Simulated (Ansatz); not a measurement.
This geometry of H2 + H4OSn (8 atoms, charge 0, multiplicity 1) is a first-order saddle point.

Level of theory: RKS PBE0/def2-SVP in Ansatz.

```xyz
8
Properties=species:S:1:pos:R:3
Sn 0.054 -0.098 -0.091
O 0.156 -0.210 2.088
H -0.650 -0.244 2.625
H 1.548 0.356 -0.782
H -0.935 1.311 0.067
H -0.872 -1.268 -0.932
H 1.009 -1.743 0.845
H 0.655 -1.232 1.680
```

Q: Which two structures does it join? (They come from a converged band through this point; their orientation in space is the band's.)

A: Bonds broken: Sn1–O2, H7–H8. Bonds formed: Sn1–H7, O2–H8. H2 + H4OSn becomes H2O + H4Sn.

Initial state:

```xyz
8
Properties=species:S:1:pos:R:3
Sn -0.334 0.473 -0.328
O 0.192 -0.207 1.475
H -0.569 -0.388 2.038
H 1.172 0.782 -1.066
H -1.270 1.898 -0.124
H -1.230 -0.742 -1.144
H 1.652 -2.797 2.457
H 1.354 -2.146 2.189
```

Final state:

```xyz
8
Properties=species:S:1:pos:R:3
Sn 0.449 0.082 -0.364
O -0.544 -0.791 2.463
H -1.079 -1.556 2.225
H 1.020 0.483 -1.939
H 0.165 1.531 0.488
H -0.982 -0.836 -0.562
H 1.668 -0.860 0.384
H 0.269 -1.180 2.804
```

Q: How far does it lie above each of them?

A: 121.4 kJ/mol above the first and 154.3 kJ/mol above the second. This is the barrier of this one path; another mechanism may lie lower. The orbitals stay closed-shell, which can raise the energy where a bond breaks towards radicals; this wasn't checked here.

Run time: 17 min on 1 thread of Arm Neoverse N1, on a shared host, peak memory 0.14 GiB.
